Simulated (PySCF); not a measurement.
## [BiI2]+ at several levels of theory

Computed with PySCF 2.14.0 (density fitting, no spin-orbit coupling) at the geometry relaxed with TPSS:

```xyz
3
[BiI2]+ (singlet)
Bi    0.6656    0.8435    0.0000
I    -0.3829   -0.4852    2.1640
I    -0.3829   -0.4852   -2.1640
```

```
    level                                            basis    state  HOMO (eV)  gap (eV)  charge on Bi1 (e)  dipole about the centre of mass (D)  largest force component (eV/Å)
     TPSS    Bi def2-SVP with ECP60, I def2-SVP with ECP28  singlet     -11.51      1.54               0.75                                 2.13                            0.02
    M06-L                                         the same  singlet     -11.42      1.68               0.79                                 2.21                            0.21
CAM-B3LYP                                         the same  singlet     -13.64      4.97               0.81                                 2.57                            0.33
     BLYP                                         the same  singlet     -11.19      1.40               0.71                                 1.89                            0.40
     TPSS  Bi def2-TZVP with ECP60, I def2-TZVP with ECP28  singlet     -11.46      1.60               0.84                                 1.96                            0.23
     TPSS                      Bi x2c-SVPall, I x2c-SVPall  singlet     -11.49      1.54               0.81                                 2.03                            0.47
```

Charges are Mulliken's, which hang on the basis. The relaxation used the grid (50, 194), these runs (75, 302) or, all-electron (x2c bases, spin-free X2C Hamiltonian), (99, 590).

**Question.** What does r2SCAN with Bi def2-SVP with ECP60, I def2-SVP with ECP28 give here?

**Answer.** state singlet, HOMO (eV) -11.73, gap (eV) 1.66, charge on Bi1 (e) 0.77, dipole about the centre of mass (D) 2.24, largest force component (eV/Å) 0.14. Time: 3.6 s on 2 threads of Arm Neoverse V1, on a shared host, from an already converged density.

In the first row's basis the gap widens with exact exchange: 1.4 to 1.7 eV for BLYP, TPSS, r2SCAN, M06-L (none); 5.0 eV for CAM-B3LYP (rising or full at long range).

No frequency check is given that shows the relaxed geometry to be a minimum.
